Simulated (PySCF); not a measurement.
Basis-set dependence of population analyses: `O=C(O[SiH2]F)[SiH2]O`

Compound: CH₅FO₃Si₂.
Cartesian coordinates in Å at the PBE0-D3(BJ)/def2-SVP level; atoms count from 1:
```
atom  x, y, z in Å
O1    -0.0205    1.5319    0.2279
C2    -0.2488    0.3488    0.0691
O3     0.7274   -0.5516    0.1351
Si4    2.2918    0.0703    0.4704
F5     3.1995   -1.2640    0.4845
Si6   -2.0471   -0.2396   -0.2840
O7    -2.8930    1.1840   -0.2622
H8     2.7515    0.9344   -0.6371
H9     2.3240    0.6731    1.8199
H10   -2.4760   -1.1796    0.7866
H11   -2.0878   -0.9162   -1.6089
H12   -2.3038    1.9355   -0.1027
```

PBE0 throughout (PySCF), one geometry, spherical d and f functions. One conformer (not necessarily the lowest) at the PBE0-D3(BJ)/def2-SVP geometry, without solvent, vibrations or thermal averaging. The first 7 of 10 kinds of atom are listed.

Mulliken charges (e):

```json
{"basis": "STO-3G", "functions": "48", "O1": "-0.270", "C2": "+0.043", "O3": "-0.331", "Si4": "+0.804", "F5": "-0.243", "Si6": "+0.700", "O7": "-0.438"}
{"basis": "6-31G", "functions": "81", "O1": "-0.426", "C2": "+0.248", "O3": "-0.651", "Si4": "+1.134", "F5": "-0.459", "Si6": "+0.954", "O7": "-0.796"}
{"basis": "pcSseg-0", "functions": "81", "O1": "-0.497", "C2": "+0.212", "O3": "-0.768", "Si4": "+1.191", "F5": "-0.499", "Si6": "+1.138", "O7": "-0.844"}
{"basis": "6-31G*", "functions": "116", "O1": "-0.443", "C2": "+0.374", "O3": "-0.539", "Si4": "+0.916", "F5": "-0.402", "Si6": "+0.680", "O7": "-0.737"}
{"basis": "cc-pVDZ", "functions": "131", "O1": "-0.284", "C2": "+0.158", "O3": "-0.364", "Si4": "+0.690", "F5": "-0.309", "Si6": "+0.524", "O7": "-0.355"}
{"basis": "def2-SVP", "functions": "131", "O1": "-0.302", "C2": "+0.117", "O3": "-0.415", "Si4": "+0.812", "F5": "-0.339", "Si6": "+0.651", "O7": "-0.407"}
{"basis": "aug-cc-pVDZ", "functions": "214", "O1": "-0.459", "C2": "+0.578", "O3": "-0.799", "Si4": "+0.589", "F5": "-0.624", "Si6": "+0.056", "O7": "-0.722"}
{"basis": "6-311+G(2d,p)", "functions": "235", "O1": "-0.447", "C2": "+0.112", "O3": "-0.558", "Si4": "+1.030", "F5": "-0.442", "Si6": "+0.840", "O7": "-0.668"}
{"basis": "def2-TZVP", "functions": "259", "O1": "-0.360", "C2": "+0.228", "O3": "-0.305", "Si4": "+0.585", "F5": "-0.315", "Si6": "+0.416", "O7": "-0.527"}
{"basis": "cc-pVTZ", "functions": "288", "O1": "-0.324", "C2": "+0.186", "O3": "-0.280", "Si4": "+0.550", "F5": "-0.281", "Si6": "+0.443", "O7": "-0.368"}
{"basis": "IGLO-III", "functions": "313", "O1": "-0.472", "C2": "+0.216", "O3": "-0.517", "Si4": "+1.226", "F5": "-0.475", "Si6": "+1.009", "O7": "-0.657"}
```

IAO charges (e):

| basis | functions | O1 | C2 | O3 | Si4 | F5 | Si6 | O7 |
| --- | --- | --- | --- | --- | --- | --- | --- | --- |
| STO-3G | 48 | -0.287 | +0.018 | -0.400 | +1.010 | -0.365 | +0.851 | -0.584 |
| 6-31G | 81 | -0.424 | +0.231 | -0.522 | +1.097 | -0.490 | +0.836 | -0.748 |
| pcSseg-0 | 81 | -0.421 | +0.221 | -0.524 | +1.111 | -0.481 | +0.843 | -0.731 |
| 6-31G* | 116 | -0.447 | +0.268 | -0.566 | +1.241 | -0.516 | +0.956 | -0.777 |
| cc-pVDZ | 131 | -0.441 | +0.270 | -0.558 | +1.223 | -0.515 | +0.940 | -0.774 |
| def2-SVP | 131 | -0.441 | +0.264 | -0.558 | +1.239 | -0.515 | +0.955 | -0.772 |
| aug-cc-pVDZ | 214 | -0.457 | +0.280 | -0.562 | +1.236 | -0.529 | +0.949 | -0.797 |
| 6-311+G(2d,p) | 235 | -0.459 | +0.274 | -0.571 | +1.266 | -0.534 | +0.984 | -0.805 |
| def2-TZVP | 259 | -0.459 | +0.275 | -0.574 | +1.280 | -0.536 | +0.993 | -0.806 |
| cc-pVTZ | 288 | -0.456 | +0.276 | -0.571 | +1.266 | -0.532 | +0.978 | -0.801 |
| IGLO-III | 313 | -0.460 | +0.273 | -0.573 | +1.275 | -0.536 | +0.991 | -0.808 |

Q: Which scheme is steadiest as the basis changes?

A: Largest range over the bases for any column: IAO 0.27 e, Mulliken 1.08 e. IAO charges move least and Mulliken charges most, counted in e. Without the minimal STO-3G basis the ranges are IAO 0.18, Mulliken 1.08 e.

Q: How much do the charges still move between the two largest bases, cc-pVTZ and IGLO-III?

A: At most, over all atoms: Mulliken 0.676 e, IAO 0.013 e.

Q: What do the same runs give for the total energy, the frontier levels and the dipole moment?

A: 
```csv
basis,energy (Eh),HOMO (eV),LUMO (eV),μ (D)
STO-3G,-933.3142,-4.06,3.56,1.26
6-31G,-944.8571,-8.63,-1.22,1.33
pcSseg-0,-943.5407,-8.77,-1.34,1.06
6-31G*,-945.0791,-8.25,-0.87,0.70
cc-pVDZ,-945.1313,-8.24,-0.94,0.53
def2-SVP,-944.6634,-8.38,-1.07,0.60
aug-cc-pVDZ,-945.1739,-8.47,-1.26,0.40
"6-311+G(2d,p)",-945.2785,-8.53,-1.33,0.45
def2-TZVP,-945.3230,-8.45,-1.25,0.41
cc-pVTZ,-945.3032,-8.40,-1.17,0.38
IGLO-III,-945.3273,-8.47,-1.29,0.37
```

The dipole is fixed by the density alone, so its range of 0.96 D shows that the density itself changes with the basis, not only its division among atoms.
